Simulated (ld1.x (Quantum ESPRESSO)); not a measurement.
**oxygen (O): one change to a TM potential, before and after**

```
Element                 : oxygen (O)
Generator               : ld1.x (Quantum ESPRESSO) 7.5
Type                    : norm-conserving Troullier–Martins (Kleinman–Bylander form)
Functional              : PBE
Relativity              : scalar-relativistic
Frozen core             : [He]
Valence charge          : 6
Reference configuration : 2s2 2p4
Partial waves           : 2s (bound): rc 0.85 bohr; 3d channel at -0.05 Ry: rc 2.10 bohr; 2p (bound): rc 2.10 bohr
Local potential         : the p channel
Core correction         : a·sin(br)/r model core inside 0.65 bohr
```

Change: all radii but the core radius scaled by about 1.08 (s 0.92, p 2.26, d 2.26 bohr).

Cutoffs: the cutoffs (Ry, on a coarse ladder) from which the occupation-weighted sum of valence levels, in a spherical-Bessel basis at the reference potential, stays within 10 and 1 mRy of its value at 400 Ry; they do not see the model core or the augmentation charge, which bear on the density cutoff. Errors are all-electron minus pseudo energies relative to the spin-unpolarised reference configuration.

**Question.** Predict the effect on cutoff, ghosts and configuration errors.

**Answer.** The potential gets softer (80 Ry and 180 Ry → 70 Ry and 160 Ry); of the 7 tests that both files solve, the error grows in 7 and shrinks in 0 by more than 15 % and 0.3 meV (median size 62.2 → 128.2 meV); neither file shows a bound ghost. A larger radius leaves more room for a smooth pseudo-wave, so fewer plane waves are needed. More of the atom is replaced by a form fitted at one configuration, so other configurations suffer.

```tsv
quantity	base	changed
cutoff, loose	80 Ry	70 Ry
cutoff, tight	180 Ry	160 Ry
loose cutoff by channel (10 mRy a level)	s 60 Ry, p 30 Ry	s 55 Ry, p 30 Ry
bound ghosts	none	none
error for 2s2 2p3, meV [ΔE 16.43 eV]	+25	+50
error for 2s2 2p2, meV [ΔE 50.02 eV]	+516	+741
error for 2s2 2p1, meV [ΔE 103.89 eV]	+2438	+3229
error for 2s1 2p4, meV [ΔE 31.66 eV]	-257	-327
error for 2s2 2p4.3, meV [ΔE -2.12 eV]	-3.1	-3.6
error for 2s0 2p6, meV [ΔE 29.94 eV]	-62	-128
error for 2s1 2p5, meV [ΔE 14.95 eV]	-17	-34
```
